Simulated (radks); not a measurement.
The numbers below are computed, except where a source is named.
Pt2+, configuration [Xe] 4f14 5d7.5 5f0.5 (fractional occupations, a model configuration). Code: a radial shooting solver on a logarithmic mesh with Libxc functionals. Model: Dirac Kohn-Sham, PBE, spin-unpolarised, spherical densities, finite nucleus; open shells are shared between the two j in proportion to 2j + 1; Fermi nuclear charge, rms radius 5.427 fm.

Radial electron density D(r) = 4 pi r^2 rho(r):

| r (bohr) | D(r) (e/bohr) |
|---|---|
| 0.0006421 | 5.090 |
| 0.0007535 | 6.519 |
| 0.0008914 | 8.423 |
| 0.001046 | 10.71 |
| 0.001237 | 13.71 |
| 0.001452 | 17.26 |
| 0.001718 | 21.83 |
| 0.002016 | 27.12 |
| 0.002385 | 33.75 |
| 0.002798 | 41.16 |
| 0.00331 | 50.09 |
| 0.003885 | 59.59 |
| 0.004595 | 70.32 |
| 0.005393 | 80.84 |
| 0.006379 | 91.52 |
| 0.007486 | 100.5 |
| 0.008855 | 107.8 |
| 0.01039 | 111.8 |
| 0.01229 | 112.4 |
| 0.01443 | 109.8 |
| 0.01707 | 105.1 |
| 0.02003 | 100.9 |
| 0.0235 | 99.62 |
| 0.0278 | 103.9 |
| 0.03262 | 113.9 |
| 0.03859 | 128.1 |
| 0.04529 | 140.0 |
| 0.05357 | 144.6 |
| 0.06287 | 138.6 |
| 0.07437 | 125.2 |
| 0.08727 | 114.7 |
| 0.1032 | 115.0 |
| 0.1211 | 125.4 |
| 0.1433 | 134.4 |
| 0.1682 | 127.8 |
| 0.1989 | 104.2 |
| 0.2335 | 80.91 |
| 0.2762 | 72.81 |
| 0.3241 | 80.14 |
| 0.3834 | 86.62 |
| 0.4499 | 78.78 |
| 0.5322 | 58.59 |
| 0.6245 | 39.47 |
| 0.7329 | 27.64 |
| 0.867 | 22.03 |
| 1.017 | 18.74 |
| 1.204 | 14.68 |
| 1.412 | 10.33 |
| 1.671 | 6.320 |
| 1.961 | 3.550 |
| 2.319 | 1.724 |
| 2.722 | 0.7700 |
| 3.22 | 0.3036 |
| 3.778 | 0.1412 |
| 4.469 | 0.09888 |
| 5.245 | 0.09634 |
| 6.205 | 0.08859 |
| 7.281 | 0.06539 |
| 8.613 | 0.03597 |
| 10.11 | 0.01504 |
| 11.96 | 0.004071 |
| 14.03 | 0.0007521 |

D(r) has 5 maxima, at r = 0.0116, 0.0527, 0.147, 0.383, 5.12 bohr, and minima at 0.0228, 0.0945, 0.272, 4.96 bohr, inside which lie 2.03, 11.08, 30.04, 75.68 electrons.
